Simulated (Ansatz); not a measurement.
Isolated molecules relaxed with PBE0-D4/def2-TZVP in Ansatz; ΔE leaves out vibrations. CCSD(T)/CBS is the MP2 limit (def2-TZVPP, def2-QZVPP) plus CCSD(T) − MP2 in def2-TZVPP, frozen cores. This one scheme is used for every species. Functionals use def2-TZVPP. Each species was taken in one conformer, which may not be the lowest.

Reaction (ligand exchange at the Al–C bond): `N=[C](O)[AlH][F]` + `C=C(O)[SiH3]` → `C=C([SiH3])[O][AlH][F]` + `N=CO`

CCSD(T)/CBS gives -1.59 eV.

(1) Another level gave -1.57 eV. Which?
A. B2PLYP/def2-TZVPP
B. HF/def2-TZVPP
C. ωB97M-V/def2-TZVPP
D. PBE/def2-TZVPP

Largest T1 diagnostic among the species: 0.015.

Answers

(1) C. ωB97M-V -1.57, B2PLYP -1.61, PBE -1.43, HF/def2-TZVPP -1.77 eV.

The D4 term adds −0.03 eV with B3LYP and −0.02 eV with PBE0; it sums over pairs of atoms, weighted by their polarisabilities, and B3LYP, whose exchange is more repulsive, gets the larger term. From PBE to PBE0 (25 % exact exchange), in def2-TZVPP and without D4, ΔE moves by −0.09 eV.

B3LYP here is the variant with VWN-RPA as its local correlation; programs differ in this.
